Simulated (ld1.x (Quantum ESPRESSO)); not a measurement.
# PBEsol TM dataset for Si, scalar-relativistic all-electron reference.

ld1.x (Quantum ESPRESSO) 7.5 was run on this input:

```
&input
   title='Si', zed=14., rel=1, dft='PBESOL', iswitch=3,
   config='[Ne] 3s1.75 3p2.25',
   nld=2, rlderiv=1.70, eminld=-3.0, emaxld=5.0, deld=0.02
 /
 &inputp
   pseudotype=2, tm=.true., lloc=-1, rcloc=1.15,
   nlcc=.true., new_core_ps=.true., rcore=1.05,
   file_pseudopw='Si.UPF', file_wfcaegen='ae.wfc', file_wfcncgen='nc.wfc', file_beta='beta', file_chi='chi'
 /
2
3S  1  0   1.75   0.00  1.55  1.55  0.0
3P  2  1   2.25   0.00  1.45  1.45  0.0
 &test
   configts(1)='3s1.75 3p2.25'
 /
```

Command:

```bash
ld1.x < Si.in > Si.out
```

The program printed (shortened: banner, matrices, multipoles, cross overlaps and the repeated all-electron block are left out):

```
Program LD1 v.7.5
     --------------------------- All-electron run ----------------------------

     Si
     scalar relativistic calculation

     atomic number is 14.00
     dft =PBESOL   lsd =0 sic =0 latt =0  beta=0.20 tr2=1.0E-14
     Exchange-correlation= PBESOL
                           (   1   4  10   8   0   0   0)
     mesh =1141 r(mesh) = 100.57892 a.u. xmin = -7.00 dx = 0.01250
     1 Ry =  13.60569312 eV, c = 137.03599908

     n l     nl                  e(Ry)          e(Ha)          e(eV)
     1 0     1S 1( 2.00)      -131.0312       -65.5156     -1782.7706
     2 0     2S 1( 2.00)       -10.2570        -5.1285      -139.5540
     2 1     2P 1( 6.00)        -7.0447        -3.5223       -95.8478
     3 0     3S 1( 1.75)        -0.8059        -0.4029       -10.9645
     3 1     3P 1( 2.25)        -0.3095        -0.1547        -4.2108

     final scf error:  6.6E-15 reached in  19 iterations

     Etot =    -578.474121 Ry,    -289.237060 Ha,   -7870.541368 eV

     Ekin =     579.771331 Ry,     289.885666 Ha,    7888.190814 eV
     Encl =   -1381.827182 Ry,    -690.913591 Ha,  -18800.716582 eV
     Eh   =     263.740690 Ry,     131.870345 Ha,    3588.374892 eV
     Exc  =     -40.158960 Ry,     -20.079480 Ha,    -546.390493 eV

     normalization and overlap integrals

     s(1S/1S) =  1.000000  <r> =   0.1114  <r2> =    0.0167  r(max) =   0.0723
     s(2S/2S) =  1.000000  <r> =   0.5688  <r2> =    0.3867  r(max) =   0.4543
     s(2P/2P) =  1.000000  <r> =   0.5379  <r2> =    0.3653  r(max) =   0.3861
     s(3S/3S) =  1.000000  <r> =   2.1582  <r2> =    5.4268  r(max) =   1.7744
     s(3P/3P) =  1.000000  <r> =   2.7675  <r2> =    9.2046  r(max) =   2.1403

     ------------------------ End of All-electron run ------------------------

     --------------------- Generating NC pseudopotential ---------------------

      Generating local potential from pseudized AE potential:
      Matching radius rcloc =   1.1500

      Local pseudo, rcloc= 1.146 Estimated cut-off energy=    18.46 Ry

      Computing core charge for nlcc:

       r > 1.06 : true rho core
      Core charge pseudized with two Bessel functions
      Integrated core pseudo-charge :   4.77

      Wfc   3S  rcut= 1.546  Using Troullier-Martins method

      Wfc   3P  rcut= 1.435  Using Troullier-Martins method

     ------------------- End of pseudopotential generation -------------------

     Computing logarithmic derivative in   1.69844
     Computing logarithmic derivative in   1.69844
     Computing the partial wave expansion
     R is outside the sphere for l=    0 j= 0.00
     R is outside the sphere for l=    1 j= 0.00

     ---------------------- Testing the pseudopotential ----------------------

     Si
     scalar relativistic calculation

     atomic number is 14.00   valence charge is  4.00
     dft =PBESOL   lsd =0 sic =0 latt =0  beta=0.20 tr2=1.0E-14
     mesh =1141 r(mesh) = 100.57892 xmin = -7.00 dx = 0.01250

     n l     nl             e AE (Ry)        e PS (Ry)    De AE-PS (Ry)
     1 0     3S   1( 1.75)       -0.80588       -0.80588        0.00000
     2 1     3P   1( 2.25)       -0.30949       -0.30948       -0.00001

     eps = 1.0E-16  iter =  4

     Etot =    -578.474121 Ry,    -289.237060 Ha,   -7870.541368 eV
     Etotps =   -15.894435 Ry,      -7.947218 Ha,    -216.254805 eV

     Ekin =       2.704679 Ry,       1.352340 Ha,      36.799035 eV
     Encl =     -15.519322 Ry,      -7.759661 Ha,    -211.151127 eV
     Ehrt =       5.812919 Ry,       2.906460 Ha,      79.088794 eV
     Ecxc =     -10.670898 Ry,      -5.335449 Ha,    -145.184969 eV
     (Ecc =      -8.494672 Ry,      -4.247336 Ha,    -115.575901 eV)
     Epseu=       1.778187 Ry,       0.889093 Ha,      24.193463 eV

     ---------------------- End of pseudopotential test ----------------------
```

Generation and configuration tests took about 1.8 s on one core of a shared server CPU.

Transferability test of the new file with ld1.x, input:

```
&input
   title='Si', zed=14., rel=1, dft='PBESOL', iswitch=2,
   config='[Ne] 3s1.75 3p2.25'
 /
 &test
   file_pseudo='Si.UPF', nconf=8,
   configts(1)='3s1.75 3p2.25',
   configts(2)='3s2 3p2',
   configts(3)='3s2 3p1',
   configts(4)='3s2 3p0',
   configts(5)='3s2 3p2.3',
   configts(6)='3s1 3p0',
   configts(7)='3s1 3p2',
   configts(8)='3s0 3p4'
 /
```

```bash
ld1.x < Si.test.in > Si.test.out
```

Pseudopotential blocks of its output, shortened (energy terms left out):

```
     ---------------------- Testing the pseudopotential ----------------------

     n l     nl             e AE (Ry)        e PS (Ry)    De AE-PS (Ry)
     1 0     3S   1( 1.75)       -0.80588       -0.80588        0.00000
     2 1     3P   1( 2.25)       -0.30949       -0.30948       -0.00001

     eps = 5.7E-17  iter =  4

     Etot =    -578.474121 Ry,    -289.237060 Ha,   -7870.541368 eV
     Etotps =   -15.894435 Ry,      -7.947217 Ha,    -216.254804 eV

     ---------------------- End of pseudopotential test ----------------------

          ---------------------- Testing the pseudopotential ----------------------

     n l     nl             e AE (Ry)        e PS (Ry)    De AE-PS (Ry)
     1 0     3S   1( 2.00)       -0.79147       -0.79167        0.00020
     2 1     3P   1( 2.00)       -0.29819       -0.29828        0.00009

     eps = 9.6E-15  iter = 10

     Etot =    -578.597829 Ry,    -289.298915 Ha,   -7872.224505 eV
     Etotps =   -16.018160 Ry,      -8.009080 Ha,    -217.938171 eV
     dEtot_ae =      -0.123708 Ry
     dEtot_ps =      -0.123725 Ry,   Delta E=       0.000017 Ry

     ---------------------- End of pseudopotential test ----------------------

          ---------------------- Testing the pseudopotential ----------------------

     n l     nl             e AE (Ry)        e PS (Ry)    De AE-PS (Ry)
     1 0     3S   1( 2.00)       -1.39551       -1.39404       -0.00147
     2 1     3P   1( 1.00)       -0.85454       -0.85348       -0.00106

     eps = 5.7E-15  iter =  7

     Etot =    -578.030952 Ry,    -289.015476 Ha,   -7864.511746 eV
     Etotps =   -15.451589 Ry,      -7.725795 Ha,    -210.229583 eV
     dEtot_ae =       0.443169 Ry
     dEtot_ps =       0.442846 Ry,   Delta E=       0.000323 Ry

     ---------------------- End of pseudopotential test ----------------------

          ---------------------- Testing the pseudopotential ----------------------

     n l     nl             e AE (Ry)        e PS (Ry)    De AE-PS (Ry)
     1 0     3S   1( 2.00)       -2.09391       -2.08816       -0.00574  !
     2 1     3P   1( 0.00)       -1.50483       -1.49995       -0.00488

     eps = 8.1E-15  iter =  7

     Etot =    -576.857661 Ry,    -288.428831 Ha,   -7848.548313 eV
     Etotps =   -14.280896 Ry,      -7.140448 Ha,    -194.301484 eV
     dEtot_ae =       1.616460 Ry
     dEtot_ps =       1.613539 Ry,   Delta E=       0.002920 Ry

     ---------------------- End of pseudopotential test ----------------------

          ---------------------- Testing the pseudopotential ----------------------

     n l     nl             e AE (Ry)        e PS (Ry)    De AE-PS (Ry)
     1 0     3S   1( 2.00)       -0.63651       -0.63686        0.00035
     2 1     3P   1( 2.30)       -0.15663       -0.15677        0.00014

     eps = 7.0E-15  iter = 18

     Etot =    -578.665689 Ry,    -289.332845 Ha,   -7873.147788 eV
     Etotps =   -16.086060 Ry,      -8.043030 Ha,    -218.861994 eV
     dEtot_ae =      -0.191568 Ry
     dEtot_ps =      -0.191625 Ry,   Delta E=       0.000057 Ry

     ---------------------- End of pseudopotential test ----------------------

          ---------------------- Testing the pseudopotential ----------------------

     n l     nl             e AE (Ry)        e PS (Ry)    De AE-PS (Ry)
     1 0     3S   1( 1.00)       -2.89271       -2.88376       -0.00895  !
     2 1     3P   1( 0.00)       -2.25619       -2.24459       -0.01160  !

     eps = 2.7E-15  iter = 11

     Etot =    -574.366136 Ry,    -287.183068 Ha,   -7814.649383 eV
     Etotps =   -11.797420 Ry,      -5.898710 Ha,    -160.512072 eV
     dEtot_ae =       4.107985 Ry
     dEtot_ps =       4.097015 Ry,   Delta E=       0.010970 Ry

     ---------------------- End of pseudopotential test ----------------------

          ---------------------- Testing the pseudopotential ----------------------

     n l     nl             e AE (Ry)        e PS (Ry)    De AE-PS (Ry)
     1 0     3S   1( 1.00)       -1.44883       -1.44675       -0.00208
     2 1     3P   1( 2.00)       -0.90079       -0.89928       -0.00151

     eps = 2.9E-16  iter =  9

     Etot =    -577.486398 Ry,    -288.743199 Ha,   -7857.102712 eV
     Etotps =   -14.907541 Ry,      -7.453771 Ha,    -202.827433 eV
     dEtot_ae =       0.987723 Ry
     dEtot_ps =       0.986894 Ry,   Delta E=       0.000829 Ry

     ---------------------- End of pseudopotential test ----------------------

          ---------------------- Testing the pseudopotential ----------------------

     n l     nl             e AE (Ry)        e PS (Ry)    De AE-PS (Ry)
     1 0     3S   1( 0.00)       -0.89550       -0.89467       -0.00083
     2 1     3P   1( 4.00)       -0.38013       -0.37961       -0.00052

     eps = 5.3E-15  iter = 18

     Etot =    -577.588223 Ry,    -288.794112 Ha,   -7858.488120 eV
     Etotps =   -15.008908 Ry,      -7.504454 Ha,    -204.206602 eV
     dEtot_ae =       0.885897 Ry
     dEtot_ps =       0.885527 Ry,   Delta E=       0.000371 Ry

     ---------------------- End of pseudopotential test ----------------------
```
